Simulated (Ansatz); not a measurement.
**Molecular dynamics of HOSe, charge -1**

The input (input.yaml):

```yaml
crystal:
  periodic: [false, false, false]
  atoms:
    - { symbol: O, position_ang: [-0.299886, -0.538487, -0.21921] }
    - { symbol: Se, position_ang: [1.17347, 0.340179, 0.679454] }
    - { symbol: H, position_ang: [-0.971567, 0.182598, -0.515706] }
total_charge: -1
basis:
  gaussian: { orbitals: def2-SVPD }
hamiltonian:
  xc: b3lyp
md:
  timestep: 0.25
  n_steps: 150
  ensemble: nve
  temperature: 400.0
  initial_velocities: maxwell_boltzmann
  seed: 964378
  masses: [{ species: H, mass: 2.014 }]
```

Command:

```bash
$ ansatz run input.yaml --threads 1 --pin off --max-ram 2048MiB --backend cpu --events-out ev --progress --plain --runs-dir out
```

It goes on from the last frame of an earlier run, with new velocities.

Output, in part (one step line in 6, the closing report, with atoms numbered from 0):

```
md step     0: t =     0.00 fs  T =   400.0 K  F+E_penalty+E_count = -67405.08644980 eV  E_kin = 0.051704 eV  conserved = -67405.03474580 eV  (27 SCF iters)
md step     6: t =     1.50 fs  T =   880.0 K  F+E_penalty+E_count = -67405.14873457 eV  E_kin = 0.113751 eV  conserved = -67405.03498345 eV  (28 SCF iters)
md step    12: t =     3.00 fs  T =   929.5 K  F+E_penalty+E_count = -67405.15527674 eV  E_kin = 0.120147 eV  conserved = -67405.03512965 eV  (28 SCF iters)
md step    18: t =     4.50 fs  T =   226.0 K  F+E_penalty+E_count = -67405.06392052 eV  E_kin = 0.029207 eV  conserved = -67405.03471331 eV  (26 SCF iters)
md step    24: t =     6.00 fs  T =   224.2 K  F+E_penalty+E_count = -67405.06373336 eV  E_kin = 0.028980 eV  conserved = -67405.03475369 eV  (25 SCF iters)
md step    30: t =     7.50 fs  T =   806.5 K  F+E_penalty+E_count = -67405.13937614 eV  E_kin = 0.104249 eV  conserved = -67405.03512747 eV  (29 SCF iters)
md step    36: t =     9.00 fs  T =   621.4 K  F+E_penalty+E_count = -67405.11526699 eV  E_kin = 0.080322 eV  conserved = -67405.03494530 eV  (29 SCF iters)
md step    42: t =    10.50 fs  T =   137.3 K  F+E_penalty+E_count = -67405.05247489 eV  E_kin = 0.017748 eV  conserved = -67405.03472699 eV  (25 SCF iters)
md step    48: t =    12.00 fs  T =   208.4 K  F+E_penalty+E_count = -67405.06166702 eV  E_kin = 0.026933 eV  conserved = -67405.03473417 eV  (25 SCF iters)
md step    54: t =    13.50 fs  T =   804.6 K  F+E_penalty+E_count = -67405.13895893 eV  E_kin = 0.103998 eV  conserved = -67405.03496132 eV  (29 SCF iters)
md step    60: t =    15.00 fs  T =  1044.4 K  F+E_penalty+E_count = -67405.17011318 eV  E_kin = 0.134994 eV  conserved = -67405.03511873 eV  (29 SCF iters)
md step    66: t =    16.50 fs  T =   540.2 K  F+E_penalty+E_count = -67405.10456122 eV  E_kin = 0.069826 eV  conserved = -67405.03473561 eV  (29 SCF iters)
md step    72: t =    18.00 fs  T =   621.6 K  F+E_penalty+E_count = -67405.11510614 eV  E_kin = 0.080347 eV  conserved = -67405.03475922 eV  (29 SCF iters)
md step    78: t =    19.50 fs  T =  1211.7 K  F+E_penalty+E_count = -67405.19175487 eV  E_kin = 0.156620 eV  conserved = -67405.03513481 eV  (28 SCF iters)
md step    84: t =    21.00 fs  T =   989.0 K  F+E_penalty+E_count = -67405.16280361 eV  E_kin = 0.127842 eV  conserved = -67405.03496115 eV  (28 SCF iters)
md step    90: t =    22.50 fs  T =   414.3 K  F+E_penalty+E_count = -67405.08828231 eV  E_kin = 0.053548 eV  conserved = -67405.03473432 eV  (25 SCF iters)
md step    96: t =    24.00 fs  T =   376.3 K  F+E_penalty+E_count = -67405.08337277 eV  E_kin = 0.048635 eV  conserved = -67405.03473737 eV  (26 SCF iters)
md step   102: t =    25.50 fs  T =   861.0 K  F+E_penalty+E_count = -67405.14626883 eV  E_kin = 0.111297 eV  conserved = -67405.03497167 eV  (30 SCF iters)
md step   108: t =    27.00 fs  T =   959.1 K  F+E_penalty+E_count = -67405.15910537 eV  E_kin = 0.123967 eV  conserved = -67405.03513792 eV  (29 SCF iters)
md step   114: t =    28.50 fs  T =   267.1 K  F+E_penalty+E_count = -67405.06926260 eV  E_kin = 0.034530 eV  conserved = -67405.03473293 eV  (30 SCF iters)
md step   120: t =    30.00 fs  T =   219.7 K  F+E_penalty+E_count = -67405.06312677 eV  E_kin = 0.028394 eV  conserved = -67405.03473298 eV  (24 SCF iters)
md step   126: t =    31.50 fs  T =   821.7 K  F+E_penalty+E_count = -67405.14133636 eV  E_kin = 0.106209 eV  conserved = -67405.03512779 eV  (29 SCF iters)
md step   132: t =    33.00 fs  T =   669.9 K  F+E_penalty+E_count = -67405.12154584 eV  E_kin = 0.086587 eV  conserved = -67405.03495869 eV  (29 SCF iters)
md step   138: t =    34.50 fs  T =   177.9 K  F+E_penalty+E_count = -67405.05771946 eV  E_kin = 0.022991 eV  conserved = -67405.03472846 eV  (26 SCF iters)
md step   144: t =    36.00 fs  T =   237.8 K  F+E_penalty+E_count = -67405.06547174 eV  E_kin = 0.030741 eV  conserved = -67405.03473063 eV  (25 SCF iters)
md step   150: t =    37.50 fs  T =   841.5 K  F+E_penalty+E_count = -67405.14373287 eV  E_kin = 0.108770 eV  conserved = -67405.03496279 eV  (28 SCF iters)
Total energy: -67405.14391286 eV, -2477.0933499500 hartree
Atom 0 at    -0.299797    -0.553679    -0.220694 Å, force    -0.780642     1.596957    -0.268010 eV/Å
Atom 1 at     1.169001     0.340536     0.677033 Å, force     0.323063    -0.060771     0.171475 eV/Å
Atom 2 at    -0.797047     0.289275    -0.408996 Å, force     0.457578    -1.536187     0.096535 eV/Å
Dipole moment:    -0.149887     0.194893    -0.062735 e Å
```

The run went to its last step. The conserved energy stayed within 0.13 meV per atom of its start (net change -0.072 meV per atom), so the integration is sound. The system heated up, since it started high on the potential surface and ran downhill. A run of 0.037 ps of so small a system gives no equilibrium averages. Limits of this set-up: the dipole of an ion depends on the origin.

The same pairs are bonded in the first frame and the last. Pairs count as bonded within 1.25 times the sum of covalent radii (0.12 Å more for H–H).

Last frame:

```xyz
3
Properties=species:S:1:pos:R:3
O -0.300 -0.554 -0.221
Se 1.169 0.341 0.677
H -0.797 0.289 -0.409
```

The run took 3.4 min on 1 thread of Arm Neoverse V2, on a shared host, peak memory 0.12 GiB.
